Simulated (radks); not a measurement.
The aluminium anion Al- inside a hard spherical wall (all orbitals vanish at R), configuration held at [Ne] 3s2 3p2 and not refilled when levels cross. All-electron calculation, non-relativistic Kohn-Sham, PBEsol, spin-polarised, spherical densities, point nucleus; open shells are filled with parallel spins first. Program: a radial shooting solver on a logarithmic mesh with Libxc functionals. Eigenvalues in eV for spin up, with the zero of energy where the potential of the charges vanishes at infinity; a dash marks a level that is unbound or too diffuse for the functional's potential to be trusted. A positive occupied level is held by the wall or, in an anion where self-interaction has pushed it up, behind a barrier. The pressure on the wall is -dE/dV.

| R (bohr) | E (hartree) | kinetic (hartree) | e(2s) | e(2p) | e(3s) | e(3p) | e(4s, empty) | e(4p, empty) | pressure (GPa) |
|---|---|---|---|---|---|---|---|---|---|
| 20 | -241.76808 | 241.313 | -102.15 | -64.340 | -3.137 | 1.297 | 1.825 | 2.201 | 0.00104 |
| 15 | -241.76635 | 241.316 | -101.88 | -64.072 | -2.898 | 1.501 | 2.474 | 3.281 | 0.00681 |
| 10 | -241.75560 | 241.351 | -101.02 | -63.205 | -2.229 | 2.151 | 4.516 | 6.458 | 0.134 |
| 8 | -241.73326 | 241.429 | -99.942 | -62.129 | -1.506 | 2.979 | 7.161 | 10.047 | 0.736 |
| 6 | -241.63632 | 241.768 | -97.029 | -59.215 | 0.362 | 5.322 | 14.552 | 18.988 | 6.54 |
| 5 | -241.46919 | 242.302 | -93.706 | -55.892 | 2.670 | 8.258 | 23.631 | 29.208 | 24.6 |
| 4 | -241.00096 | 243.624 | -87.586 | -49.769 | 7.816 | 14.657 | 43.093 | 50.069 | 114 |
| 2.5 | -237.30028 | 252.396 | -65.528 | -27.608 | 40.033 | 51.263 | 148.75 | 154.85 | 2340 |
| 2 | -232.18564 | 263.753 | -48.470 | -9.957 | 80.999 | 93.463 | 263.27 | 261.81 | 9400 |
